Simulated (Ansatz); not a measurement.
`O=C=[N][Al]([F])[F]` + H₂Se → `[F][Al]([F])[SeH]` + `N=C=O` at 600 K and 1 bar (ligand exchange at the Al–N bond).

Calculated with Ansatz (gas phase, PBE0-D4/def2-TZVP geometries, no zero-point term in ΔE). CBS: MP2 limit from def2 TZ/QZ plus the TZ coupled-cluster correction, frozen cores. This one scheme is used for every species. For Se outer-core shells are correlated without core-valence functions, which leaves a few kJ/mol of doubt a bond. Scalar relativity is left out up to krypton. One conformer a species, not always the lowest.

```tsv
species	CCSD(T)/CBS energy (Eh)	H − E (kJ/mol)	S (J/(mol·K))
`O=C=[N][Al]([F])[F]`	-609.73954	100.7	416.9
H₂Se	-2401.89790	57.0	244.8
`[F][Al]([F])[SeH]`	-2843.11067	79.5	389.3
`N=C=O`	-168.51995	83.3	274.5
```

H − E and S are ideal-gas, rigid-rotor, harmonic terms from PBE0-D4/def2-TZVP, for one conformer and one mirror image of each species. 1 Eh = 2625.50 kJ/mol, R = 8.31446 J/(mol·K).

Q: By hand: ΔE, ΔH, ΔS and ΔG.

A: ΔE = (-2843.11067) + (-168.51995) − (-609.73954) − (-2401.89790) = 0.00682 Eh = 17.9 kJ/mol. Δ(H − E) = 79.5 + 83.3 − 100.7 − 57.0 = 5.1, so ΔH = 23.0 kJ/mol. ΔS = 389.3 + 274.5 − 416.9 − 244.8 = 2.1 J/(mol·K). ΔG = 23.0 − 600 × (2.1)/1000 = 21.7 kJ/mol.

Q: By hand: the equilibrium constant, and the temperature at which ΔG would vanish if ΔH and ΔS stayed fixed.

A: log₁₀ K = −ΔG/(RT ln 10) = -1.9. ΔG = 0 at ΔH/ΔS = 10952 K, far beyond where these terms or the molecules hold.

The number of gas molecules stays the same, so ΔS is small and ΔH decides. A doubt of 5 kJ/mol in ΔE shifts log₁₀ K by 0.4 here. Other conformers and mirror images would add mixing entropy, several J/(mol·K) or more a flexible species. Modes under 60 cm⁻¹, often nearly free rotors, make the harmonic entropy too high. These are equilibria of isolated gas molecules and say nothing of rates. Largest T1 diagnostic: 0.018 (customary marks: 0.02 for closed shells, 0.045 for open ones).
